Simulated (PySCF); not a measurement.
C4H5FO, SMILES C[C@@H]1OC=C1F. Heavy atoms are numbered as in [CH3:1][C@@H:2]1[O:3][CH:4]=[C:5]1[F:6]. Hydrogens are named by the atom that carries them.

Coordinates come from a r2SCAN-D4/def2-SVP optimisation. The structure was generated by enumeration; whether it is a known compound was not checked.

All values below come from PySCF with HF/def2-TZVP.

Atomic charges (e), one atom of each kind:

| atom | meta-Löwdin | Mulliken |
|---|---|---|
| C1 (CH3) | -0.28 | -0.33 |
| C2 (CH) | 0.18 | 0.25 |
| O3 | -0.46 | -0.42 |
| C4 (CH) | 0.08 | 0.08 |
| C5 | 0.23 | 0.09 |
| F6 | -0.29 | -0.27 |
| H on C1 | 0.10 | 0.11 |
| H on C2 | 0.10 | 0.10 |
| H on C4 | 0.13 | 0.15 |

Computed Mayer and Wiberg (Löwdin basis) orders of the bonds:
```csv
bond,Mayer,Wiberg
C1–C2,0.97,1.27
C2–O3,0.87,1.23
O3–C4,0.99,1.45
C2–C5,1.02,1.11
C4–C5,1.95,1.94
C5–F6,0.97,1.74
```
